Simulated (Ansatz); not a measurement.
C₂HAlClF (`C#[C][Al]([F])[Cl]`), relaxed with RKS PBE0-D4/def2-TZVP in Ansatz from a PBE-D4/def2-SVP geometry. The force threshold is 0.005 eV/Å; the program also tests the step.

Charge 0, multiplicity 1.

Start:

```xyz
6

C    -1.135    1.456   -0.493
C    -0.432    0.511   -0.134
Al    0.666   -0.935    0.391
F     0.349   -1.769    1.801
Cl    2.305   -1.551   -0.754
H    -1.753    2.288   -0.811
```

```tsv
step	energy (eV)	largest force (eV/Å)	largest move (Å)
1	-23919.3871	1.807	0.000
2	-23919.4336	0.519	0.034
3	-23919.4390	0.116	0.015
4	-23919.4393	0.005	0.003
```

End:

```xyz
6

C    -1.121    1.437   -0.485
C    -0.430    0.510   -0.134
Al    0.660   -0.928    0.388
F     0.339   -1.738    1.773
Cl    2.283   -1.537   -0.746
H    -1.731    2.255   -0.796
```

It took 14 s on 2 threads of a server CPU on a shared host, with 0.39 GiB of host memory at the peak.
